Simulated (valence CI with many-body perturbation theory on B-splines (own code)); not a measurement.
## E1 transitions of Dy34+

Calculated by valence CI with perturbative core correlation (CI+MBPT): four valence electrons over a frozen Dirac-Fock core [Ar] 3d10, radial functions for each j: 11 s, 11 p, 10 d, 8 f, 5 g, 2 h, with the one-electron correlation potential Σ1, the two-electron term Σ2, the three-electron term Σ3, Breit, model QED; selected CI, second order for the rest, scaled by the run's own slope (own B-spline code, finite nucleus).

The last digits are not significant, and no measured levels were compared; by estimate large intervals hold to a few tenths of a per cent, small ones and those within an open d or f shell to about a per cent. Among the levels kept, up to 400 cm⁻¹ of a level comes from second order outside the variational space, and about a tenth of that is noise between levels of different J, which matters for small intervals.

Lines 1 to 50 of 566 in falling wavelength, among levels below 469.94 eV, chosen from the strongest by gf and those to the six lowest levels. Wavelengths and rates use the calculated energies. Electric multipoles are in the length gauge, E1 and E2 with the static RPA response of the core. Weak lines are less certain than strong ones. Lines between different terms over intervals too small for the method are left out, as are lines whose strength nearly cancels. Where a level lies close to another of its J and parity, the split of strength between their lines is uncertain. The highest levels of a list are the least certain.

Levels are named by their leading jj configuration (3d3/2^4 stands for four electrons in 3d with j = 3/2), which in mixed levels can hold well under half, so a name can repeat and another be missing. Letters in brackets count levels of one name in rising energy.

| λ vac (nm) | Upper | Lower | A (s⁻¹) | log gf | Branch % |
| --- | --- | --- | --- | --- | --- |
| 55.86 | (4s 4p1/2^2 4p3/2) J=2 | (4s^2 4p3/2^2) J=2 | 3.48e+06 | -3.09 | 0.0 |
| 46.56 | (4s 4p1/2^2 4p3/2) J=1 | (4s^2 4p3/2^2) J=0 | 4.95e+06 | -3.32 | 0.0 |
| 35.91 | (4s 4p1/2^2 4p3/2) J=1 | (4s^2 4p3/2^2) J=2 | 4.58e+07 | -2.58 | 0.0 |
| 19.80 | (4s 4p1/2 4p3/2 4d3/2) J=4 | (4s^2 4p3/2 4d3/2) J=3 | 3.60e+09 | -0.72 | 62.2 |
| 19.74 | (4s 4p1/2 4p3/2 4f7/2) J=5 [a] | (4s 4p3/2^2 4d5/2) J=4 [c] | 2.74e+09 | -0.75 | 1.5 |
| 19.32 | (4s 4p1/2 4p3/2 4f7/2) J=5 [d] | (4s^2 4p3/2 4f5/2) J=4 | 3.27e+09 | -0.70 | 0.9 |
| 18.79 | (4s 4p1/2 4p3/2^2) J=2 [a] | (4s^2 4p3/2^2) J=2 | 1.01e+09 | -1.57 | 8.3 |
| 18.57 | (4s 4p1/2 4d3/2 4d5/2) J=5 | (4s 4p3/2^2 4d5/2) J=4 [b] | 6.39e+09 | -0.44 | 11.9 |
| 18.42 | (4s 4p1/2 4p3/2 4d5/2) J=4 [b] | (4s^2 4p3/2 4d5/2) J=3 | 4.82e+09 | -0.66 | 2.4 |
| 18.27 | (4p1/2^2 4p3/2 4d3/2) J=3 | (4s 4p1/2 4p3/2 4d3/2) J=2 [d] | 4.60e+09 | -0.79 | 3.8 |
| 18.23 | (4s 4p1/2^2 4f7/2) J=4 | (4s^2 4p1/2 4f7/2) J=3 | 4.34e+09 | -0.71 | 2.3 |
| 18.22 | (4s 4p1/2 4p3/2 4f7/2) J=6 | (4s^2 4p3/2 4f7/2) J=5 | 6.18e+09 | -0.40 | 5.0 |
| 17.61 | (4s^2 4p1/2 4d3/2) J=2 | (4s^2 4p3/2^2) J=2 | 6.04e+08 | -1.85 | 87.8 |
| 17.52 | (4s 4p1/2 4p3/2 4f7/2) J=5 [b] | (4s^2 4p3/2 4f7/2) J=4 [a] | 3.96e+09 | -0.70 | 2.0 |
| 17.36 | (4s 4p1/2^2 4f7/2) J=4 | (4s^2 4p1/2 4f7/2) J=4 | 4.82e+09 | -0.71 | 2.6 |
| 17.15 | (4s 4p1/2 4p3/2 4f7/2) J=5 [c] | (4s^2 4p3/2 4f7/2) J=4 [a] | 3.25e+09 | -0.80 | 1.4 |
| 17.06 | (4s 4p1/2 4p3/2 4d5/2) J=5 | (4s^2 4p3/2 4d5/2) J=4 | 8.25e+09 | -0.40 | 100.0 |
| 17.04 | (4s 4p1/2^2 4p3/2) J=2 | (4s^2 4p1/2 4p3/2) J=2 | 5.54e+09 | -0.92 | 42.0 |
| 16.97 | (4s 4p1/2 4p3/2^2) J=3 | (4s^2 4p3/2^2) J=2 | 6.92e+09 | -0.68 | 54.6 |
| 16.66 | (4p1/2^2 4p3/2 4d5/2) J=3 | (4s 4p1/2 4p3/2 4d5/2) J=3 [d] | 7.19e+09 | -0.68 | 2.8 |
| 16.65 | (4s 4p1/2 4p3/2^2) J=1 [a] | (4s^2 4p3/2^2) J=0 | 1.02e+09 | -1.89 | 0.2 |
| 16.28 | (4p1/2^2 4p3/2 4d5/2) J=4 | (4s 4p1/2 4p3/2 4d5/2) J=4 [c] | 8.50e+09 | -0.52 | 6.9 |
| 16.24 | (4s 4p1/2^2 4p3/2) J=2 | (4s^2 4p1/2 4p3/2) J=1 | 7.64e+09 | -0.82 | 57.9 |
| 16.23 | (4p1/2^2 4p3/2 4d5/2) J=4 | (4s 4p1/2 4p3/2 4d5/2) J=3 [c] | 9.98e+09 | -0.45 | 8.1 |
| 15.53 | (4s 4p1/2^2 4d3/2) J=2 | (4s^2 4p1/2 4d3/2) J=2 | 9.25e+09 | -0.78 | 40.7 |
| 15.51 | (4s 4p1/2 4p3/2^2) J=1 [b] | (4s^2 4p3/2^2) J=0 | 7.90e+09 | -1.07 | 2.2 |
| 15.45 | (4p1/2^2 4p3/2 4d3/2) J=3 | (4s 4p1/2 4p3/2 4d3/2) J=3 [c] | 7.76e+09 | -0.71 | 6.4 |
| 15.42 | (4p1/2 4p3/2^2 4d5/2) J=3 [a] | (4s 4p3/2^2 4d3/2) J=4 | 6.73e+09 | -0.78 | 4.4 |
| 15.13 | (4p1/2^2 4p3/2 4d3/2) J=2 | (4s 4p1/2 4p3/2 4d3/2) J=2 [b] | 9.70e+09 | -0.78 | 7.0 |
| 15.12 | (4s 4p1/2^2 4f7/2) J=3 | (4s^2 4p1/2 4f7/2) J=4 | 1.06e+10 | -0.60 | 4.1 |
| 15.11 | (4s 4p1/2 4p3/2 4f7/2) J=3 [c] | (4s 4p3/2^2 4d5/2) J=4 [c] | 6.89e+09 | -0.78 | 1.3 |
| 15.06 | (4s 4p1/2 4p3/2^2) J=1 [a] | (4s^2 4p3/2^2) J=2 | 5.35e+09 | -1.26 | 1.1 |
| 14.82 | (4p1/2^2 4p3/2^2) J=0 | (4s 4p1/2 4p3/2^2) J=1 [b] | 5.03e+10 | -0.78 | 20.8 |
| 14.82 | (4p1/2^2 4p3/2 4d5/2) J=3 | (4s 4p1/2 4p3/2 4d5/2) J=4 [b] | 2.00e+10 | -0.34 | 7.8 |
| 14.74 | (4p1/2 4p3/2^2 4d5/2) J=4 [a] | (4s 4p3/2^2 4d5/2) J=5 | 8.55e+09 | -0.60 | 3.4 |
| 14.66 | (4s 4p1/2^2 4d5/2) J=2 | (4s^2 4p1/2 4d5/2) J=3 | 1.51e+10 | -0.61 | 5.3 |
| 14.58 | (4s 4p1/2 4p3/2^2) J=1 [c] | (4s^2 4p3/2^2) J=0 | 1.73e+09 | -1.78 | 0.3 |
| 14.57 | (4s 4p1/2^2 4p3/2) J=1 | (4s^2 4p1/2 4p3/2) J=2 | 1.93e+10 | -0.74 | 12.5 |
| 14.53 | (4p1/2 4p3/2^2 4d5/2) J=4 [b] | (4s 4p3/2^2 4d5/2) J=5 | 5.90e+09 | -0.77 | 3.6 |
| 14.40 | (4s 4p1/2 4p3/2 4d5/2) J=3 [c] | (4s^2 4p3/2 4d5/2) J=4 | 1.22e+10 | -0.58 | 4.9 |
| 14.37 | (4p1/2 4p3/2^2 4d5/2) J=3 [a] | (4s 4p3/2^2 4d5/2) J=4 [a] | 9.36e+09 | -0.69 | 6.1 |
| 14.36 | (4s 4p1/2 4p3/2 4d5/2) J=4 [c] | (4s^2 4p3/2 4d5/2) J=4 | 9.55e+09 | -0.58 | 13.8 |
| 14.12 | (4p1/2^2 4p3/2 4d5/2) J=2 | (4s 4p1/2 4p3/2 4d5/2) J=2 [b] | 1.74e+10 | -0.59 | 6.5 |
| 14.11 | (4s 4p1/2 4p3/2^2) J=1 [b] | (4s^2 4p3/2^2) J=2 | 3.24e+07 | -3.54 | 0.0 |
| 14.10 | (4p1/2^2 4p3/2 4d5/2) J=2 | (4s 4p1/2 4p3/2 4d5/2) J=3 [a] | 2.87e+10 | -0.37 | 10.8 |
| 14.09 | (4s 4p1/2 4p3/2 4d5/2) J=2 [b] | (4s 4p3/2^3) J=2 | 1.20e+10 | -0.75 | 4.1 |
| 14.09 | (4p1/2^2 4p3/2^2) J=2 | (4s 4p1/2 4p3/2^2) J=3 | 2.94e+10 | -0.36 | 18.5 |
| 14.06 | (4s 4p1/2 4p3/2^2) J=2 [b] | (4s^2 4p3/2^2) J=2 | 7.68e+09 | -0.94 | 3.4 |
| 13.99 | (4s 4p1/2^2 4p3/2) J=1 | (4s^2 4p1/2 4p3/2) J=1 | 4.36e+09 | -1.42 | 2.8 |
| 13.83 | (4p1/2^2 4p3/2 4d3/2) J=3 | (4s 4p1/2 4p3/2 4d3/2) J=4 | 3.14e+10 | -0.20 | 26.0 |

Task: How does gf follow from A for the line at 16.24 nm?

Result: gf = 1.4992 × (2J+1)_upper × A / σ², with σ = 615596 cm⁻¹ and 2J+1 = 5: gf = 0.151.
